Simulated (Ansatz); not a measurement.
`ClB1C[SiH]1[GeH3]` + `O[SiH](Cl)Cl` → `Cl[SiH](Cl)[O][GeH3]` + `ClB1C[SiH2]1`  (cleavage of the Ge–Si bond)

Isolated molecules relaxed with PBE0-D4/def2-TZVP in Ansatz; ΔE leaves out vibrations. CBS: MP2 limit from def2 TZ/QZ plus the TZ coupled-cluster correction, frozen cores. This one scheme is used for every species. Functionals use def2-TZVPP. For Ge outer-core shells are correlated without core-valence functions, which leaves a few kJ/mol of doubt a bond. Scalar relativity is left out up to krypton. Each species was taken in one conformer, which may not be the lowest.

Q: Is it downhill or uphill in electronic energy at CCSD(T)/CBS, and by how much? (Estimate.)

A: Ansatz gave: Downhill: ΔE = -14.3 kJ/mol.

Q: What do these levels give: PBE-D4, ωB97M-V, PBE, r2SCAN, PBE0, HF/def2-TZVPP, MP2/def2-TZVPP, HF/def2-QZVPP, MP2/def2-QZVPP, SCS-MP2/def2-QZVPP, HF/CBS(def2), MP2/CBS(def2)? (Best estimate.)

A: The calculation gave: PBE-D4 2.5, ωB97M-V -17.8, PBE 4.0, r2SCAN -8.3, PBE0 -1.1, HF/def2-TZVPP -40.3, MP2/def2-TZVPP -19.5, HF/def2-QZVPP -42.8, MP2/def2-QZVPP -18.4, SCS-MP2/def2-QZVPP -26.2, HF/CBS(def2) -43.1, MP2/CBS(def2) -16.1 kJ/mol.

Largest T1 diagnostic among the species: 0.013.

From PBE to PBE0 (25 % exact exchange), in def2-TZVPP and without D4, ΔE moves by −5.0 kJ/mol. In def2-TZVPP, CCSD(T) changes the Hartree–Fock value by +22.6 kJ/mol (the triples alone add +2.7 kJ/mol) and MP2 by +20.8 kJ/mol.
